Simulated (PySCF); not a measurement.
Geometries of 2 isomers of C6H6O2S, from PySCF, PBE0-D3(BJ)/def2-SVP geometry optimisation, gas phase. One conformer each, no zero-point energy, no frequencies.

**Question.** Which is lower in electronic energy at this level?
A.
```xyz
15
angstrom
C      2.204   -1.532   -0.138
S      3.368   -0.272   -0.015
C      2.159    0.946    0.092
C      0.905    0.399    0.036
C      0.931   -1.029   -0.103
O     -0.202   -1.766   -0.181
C     -1.341   -0.982   -0.473
C     -1.369    0.272    0.374
O     -0.254    1.095    0.097
H      2.498   -2.574   -0.237
H      2.415    1.998    0.195
H     -1.346   -0.707   -1.544
H     -2.221   -1.608   -0.268
H     -2.267    0.866    0.158
H     -1.378   -0.003    1.446
```
B.
```xyz
15
angstrom
C      3.034   -0.063    0.729
O      1.641    0.185    0.777
C      0.881   -0.593   -0.005
O      1.320   -1.459   -0.719
C     -0.544   -0.260    0.118
C     -1.573   -0.889   -0.546
C     -2.839   -0.344   -0.223
C     -2.743    0.689    0.681
S     -1.126    1.002    1.142
H      3.418    0.053   -0.295
H      3.262   -1.085    1.069
H      3.500    0.671    1.396
H     -1.391   -1.713   -1.236
H     -3.785   -0.694   -0.636
H     -3.554    1.285    1.099
```

**Answer.** B. That is `COC(=O)c1cccs1`, 23.1 kcal/mol below the other.

```tsv
SMILES	atoms numbered as above	E (Eh)	relative (kcal/mol)	relative (kJ/mol)	dipole (D)
COC(=O)c1cccs1	[CH3:1][O:2][C:3](=[O:4])[c:5]1[cH:6][cH:7][cH:8][s:9]1	-779.93052	0.0	0.0	1.65
c1scc2c1OCCO2	[cH:1]1[s:2][cH:3][c:4]2[c:5]1[O:6][CH2:7][CH2:8][O:9]2	-779.89376	23.1	96.5	2.12
```

As drawn, the lower has a C=O bond and a C(=O)–O unit, which the higher lacks.
